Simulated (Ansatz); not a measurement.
Start from `[NH2][Y]([NH2])[OH]` and change one element to get `[NH2][Sc]([NH2])[OH]`.

Ansatz, PBE0-D4/def2-TZVP geometries, multiplicity 1. Each molecule was computed in one conformer, which needn't be the lowest.

Elements past krypton have def2 core potentials. Scalar relativity is left out up to krypton.

| property | `[NH2][Y]([NH2])[OH]` |
| --- | --- |
| HOMO energy (PBE0/def2-TZVPP) / eV | -6.41 |
| LUMO energy (ωB97M-V/def2-TZVPP) / eV | 0.02 |
| ideal-gas entropy at 298 K and 1 bar (rigid rotor, harmonic PBE0-D4/def2-TZVP) / J/(mol·K) | 363 |
| HOMO–LUMO gap (PBE0/def2-TZVPP) / eV | 5.21 |
| HOMO–LUMO gap (B3LYP/def2-TZVPP) / eV | 4.66 |
| size of the dipole moment (PBE/def2-TZVPP) / D | 0.09 |

Problem. Give the same properties after the change, and the shifts. (Best estimate.)

Solution. Computed: 
```csv
property,`[NH2][Sc]([NH2])[OH]`,shift
HOMO energy (PBE0/def2-TZVPP) / eV,-6.74,-0.33
LUMO energy (ωB97M-V/def2-TZVPP) / eV,0.26,0.24
"ideal-gas entropy at 298 K and 1 bar (rigid rotor, harmonic PBE0-D4/def2-TZVP) / J/(mol·K)",352,-11
HOMO–LUMO gap (PBE0/def2-TZVPP) / eV,5.61,0.40
HOMO–LUMO gap (B3LYP/def2-TZVPP) / eV,5.03,0.37
size of the dipole moment (PBE/def2-TZVPP) / D,0.05,-0.04
```

With PBE0 the HOMO falls by 0.33 eV and the LUMO rises by 0.07 eV, so the gap widens by about 0.40 eV. PBE moves the HOMO by -0.30 eV and ωB97M-V by -0.34 eV.

B3LYP here is the variant with VWN-RPA as its local correlation; programs differ in this.
